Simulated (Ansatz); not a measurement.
Consider the stannylene formation by 1,1-elimination: `C[CH2][SnH]([F])[F]` → `C[CH2][Sn][F]` + H–F.

Isolated molecules relaxed with PBE0-D4/def2-TZVP in Ansatz; ΔE leaves out vibrations. CCSD(T)/CBS is the MP2 limit (def2-TZVPP, def2-QZVPP) plus CCSD(T) − MP2 in def2-TZVPP, frozen cores. This one scheme is used for every species. Functionals use def2-TZVPP. def2 core potentials past Kr. For Sn outer-core shells are correlated without core-valence functions, which leaves a few kJ/mol of doubt a bond. Each species was taken in one conformer, which may not be the lowest.

CCSD(T)/CBS gives +90.3 kJ/mol.

Problem. Another level gave +111.6 kJ/mol. Which?
A. HF/def2-TZVPP
B. RPA@PBE/def2-TZVPP
C. r2SCANh/def2-TZVPP
D. LC-ωPBE/def2-TZVPP

Solution. D. LC-ωPBE 111.6, RPA@PBE/def2-TZVPP 82.8, r2SCANh 98.6, HF/def2-TZVPP 93.5 kJ/mol.

Largest T1 diagnostic among the species: 0.015.

Leaving LDA and LC-ωPBE aside and taking each functional with its dispersion term where it has one, the values, not all of them listed here, spread over 46.4 kJ/mol, from BLYP-D4 to B97M-V. LDA lies +23.7 kJ/mol from PBE without D4. From PBE to PBE0 (25 % exact exchange), in def2-TZVPP and without D4, ΔE moves by +9.3 kJ/mol. In def2-TZVPP, CCSD(T) changes the Hartree–Fock value by −4.2 kJ/mol (the triples alone add +1.9 kJ/mol) and MP2 by −9.2 kJ/mol.
